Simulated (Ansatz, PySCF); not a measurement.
Gas-phase reaction R1 → P1, each structure at its B3LYP-D3(BJ)/def2-TZVP stationary point, reached from a drawn start; harmonic modes at that level show minima.
R1, C4H4 (SMILES C#CC=C) (charge 0, multiplicity 1, Z-matrix in Å and degrees):
```
C
C 1 1.3340
H 2 1.0814 1 120.81
H 2 1.0819 3 117.66 1 -180.00
H 1 1.0857 2 119.68 3 0.00
C 1 1.4196 5 115.93 2 -180.00
C 6 1.2029 5 151.14 1 -180.00
H 7 1.0621 5 161.96 1 -180.00
```
P1, C4H4 (SMILES C=C1C=C1) (charge 0, multiplicity 1):
```xyz
8

C      1.45984     0.02670     0.18195
C      0.14474     0.00264     0.01805
C     -1.14949     0.62379    -0.01556
C     -1.09494    -0.66484    -0.26414
H      2.04971    -0.87277     0.07473
H      1.97259     0.94634     0.42657
H     -1.75633     1.50726     0.08595
H     -1.62611    -1.56913    -0.50745
```

P less R. No zero-point or thermal terms.

Frozen-core correlation throughout. CBS(a, b) extrapolates the correlation energy as X⁻³ and adds the Hartree–Fock energy of set b.

Codes used: Ansatz (a first-principles code); PySCF for the D3/D4 terms. No computed number here is a measurement.

### Question
What reaction energy does SCS-MP2/cc-pVDZ give?

### Answer
25.2 kcal/mol

### Question
What is the computed reaction energy (B2PLYP-D3(BJ)/def2-TZVPP)?

### Answer
23.7 kcal/mol

### Question
Estimate the reaction energy that CCSD(T)/CBS(cc-pVTZ, cc-pVQZ) returns for this input.

### Answer
23.8 kcal/mol
